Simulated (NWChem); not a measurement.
Molecule: PbH$_{2}$O, singlet; SMILES [OH][PbH]

All runs: NWChem. Low-valent species are run as closed-shell singlets; no triplet was tried in these runs. Coordinates come from a PBE-D3(BJ)/def2-SVP optimisation. def2 effective core potentials on Pb; no spin-orbit coupling. Ions are spin-unrestricted doublets at the neutral geometry; other ion states weren't tried.

Estimate the computed values for M06-2X/def2-TZVP. Quantities: vertical ionisation energy, ΔSCF (eV); −ε(HOMO) (eV).

The vertical ionisation energy, ΔSCF (eV) comes out as 9.25 and the −ε(HOMO) (eV) comes out as 8.07.
